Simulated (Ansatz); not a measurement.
Relative stability

The two ends of one reaction step of SiH₂F₄, singlet (PBE0-D4/def2-TZVP).

A:

| atom | x (Å) | y (Å) | z (Å) |
| --- | --- | --- | --- |
| Si1 | -1.0687 | 0.2120 | 0.0559 |
| H2 | 2.5997 | -0.8057 | -0.3803 |
| F3 | -0.4151 | -0.9086 | -0.8137 |
| F4 | -2.0642 | -0.4334 | 1.0717 |
| F5 | -1.8409 | 1.2042 | -0.8708 |
| H6 | 2.7488 | -0.2552 | 0.1009 |
| F7 | 0.0403 | 0.9865 | 0.8363 |

B:

Si1  (-0.438, -0.485, -0.639)
H2  (0.948, -0.701, -1.037)
F3  (-1.330, -1.733, -0.979)
F4  (-0.537, -0.256, 0.929)
F5  (-1.054, 0.778, -1.339)
H6  (0.829, 0.965, 1.665)
F7  (1.582, 1.431, 1.399)
(Å)

Computed with Ansatz 0.2.0 (basis: def2-TZVPP); correlated methods freeze the cores. B3LYP uses VWN-RPA correlation.

(1) Which structure is lower at CCSD(T), and by how much? (Judge from chemistry; the value comes from the calculation.)

T1 diagnostic: at most 0.012.

## Answers

(1) By the calculation: A, by 112.6 kJ/mol (electronic energy, against the other). By their contacts, A is a complex of SiF₄ ([F][Si]([F])([F])[F]) + H₂ and B is a complex of SiHF₃ ([F][SiH]([F])[F]) + HF.

All methods give the same order:

```csv
method,E(B) − E(A) (kJ/mol)
SPW92,98.7
PBE-D4,101.5
BLYP-D4,107.6
r2SCAN-D4,118.9
B97M-V,121.8
PBE0-D4,104.8
B3LYP-D4,109.6
r2SCAN0-D4,117.4
BHLYP-D4,113.4
CAM-B3LYP-D4,110.3
wB97X-V,109.9
wB97M-V,111.9
B2PLYP,112.4
PBE-QIDH,111.1
RPA on PBE,111.2
HF,119.9
MP2,115.2
CCSD,112.8
CCSD(T),112.6
```

Labels in which every atom is bracketed show which atoms are joined, not bond orders.

For scale, one of the runs: CCSD(T)/def2-TZVPP, 194 basis functions, launched by `ansatz run in.yaml --threads 4 --pin off --events-out ev --progress --plain --max-ram 9574MiB`. Time: 20 s of wall clock on 4 CPU threads of an AMD EPYC 9B45; the host was shared. Peak host memory: 2.5 GiB.
